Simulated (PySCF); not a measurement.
# NMR data sheet: C$_{4}$H$_{11}$NO$_{2}$Si$_{2}$

```
Formula                               : C4H11NO2Si2
SMILES                                : O=C(O)/C=C/CN([SiH3])[SiH3]
Point group of the computed structure : C1
Degrees of unsaturation               : 2
Carbon signals                        : 4
Proton signals                        : 5
```

Mapped SMILES: `[O:1]=[C:2]([OH:3])/[CH:4]=[CH:5]/[CH2:6][N:7]([SiH3:8])[SiH3:9]`. Each H is labelled by its parent atom.

PySCF 2.14.0 with density-fitted response routines calculation with shieldings: GIAO PBE0/pcSseg-1 and coordinates at the GFN2-xTB level; one computed conformer, gas phase, non-relativistic, fast rotation and ring inversion assumed for equivalent nuclei.

δ = σ(ref) − σ, references computed at the same level: ¹H, ¹³C, ²⁹Si vs TMS; ¹⁵N against NH3; H2O for ¹⁷O.

| carbon | δC, type | δH (multiplicity) | HMBC from (2–3 bonds) | span of the C tensor (ppm) |
| --- | --- | --- | --- | --- |
| C2 | 170.8, C | – | H(C5), H(C4) | 160 |
| C4 | 125.5, CH | 5.97 (d) | H(C5), H(C6) | 177 |
| C5 | 158.7, CH | 7.45 (m) | H(C4), H(C6) | 251 |
| C6 | 56.7, CH2 | 3.80 (d) | H(C5), H(C4), H(Si8)/H(Si9) | 43 |

Other nuclei:
```tsv
atoms	nucleus	environment	δ (ppm)	σ (ppm)
H(O3)	¹H	hydrogen on an acid hydroxyl oxygen	6.08	25.63
H(Si8)/H(Si9)	¹H	hydrogen on a silicon bonded to N	4.74	26.98
Si8/Si9	²⁹Si	silicon bonded to N, 3 H	-44.7	393.9
N7	¹⁵N	nitrogen bonded to C, 2 Si	12.6	255.1
O1	¹⁷O	carbonyl oxygen	409.4	-73.4
O3	¹⁷O	acid hydroxyl oxygen	212.3	123.7
```

- Carbon types of the structure: 1 × C, 2 × CH, 1 × CH2, leaving 7 H on heteroatoms.
- δC 170.8: carboxylic acid carbon; lone-pair donation from the attached heteroatom keeps it upfield of a ketone carbonyl.
- δC 158.7: β carbon of a C=C–C=O unit; conjugation with the carbonyl draws π density from the β position.
- δC 125.5: α carbon of a C=C–C=O unit; as expected for a trigonal carbon in a double bond.
- δH 6.08: hydrogen on an acid hydroxyl oxygen; labile proton, position sensitive to the medium.
- δH 3.80: hydrogen on an allylic sp3 CH2 bonded to N; its carbon carries N, which withdraws density.

OH/NH shifts are gas-phase values; hydrogen bonding in solution moves them, usually downfield. Shifts are as computed. Against solution values, carbons near 30 ppm lie about +3 ppm off and those near 130 ppm about +5 ppm. Of 1309 compounds with measured shifts, 239 miss one by over three times the rms of a fit or turn the order of signals round; such compounds aren't used in these exercises. In solution the two oxygens of a carboxylic acid exchange roles by proton transfer and give one 17O line. Hydrogen bonding in solution shields acid and N–H amide carbonyl oxygens by tens of ppm. Hydrogen bonding in solution deshields acid and N–H amide carbonyl carbons by as much as 10 ppm beyond these values. Unscaled 17O shifts of doubly bonded oxygen tend to come out too high, by tens of ppm or more. Experimental scales use liquid or dissolved standards, which lie at an offset from isolated NH3 (liquid NH3: subtract about 20 ppm) and H2O (liquid H2O: subtract about 36 ppm). No couplings were computed; multiplicities are counted from neighbouring protons, with m where these are inequivalent, close in shift, in a saturated or five-membered ring or joined by F or P, and br s for small geminal =CH2 splittings.
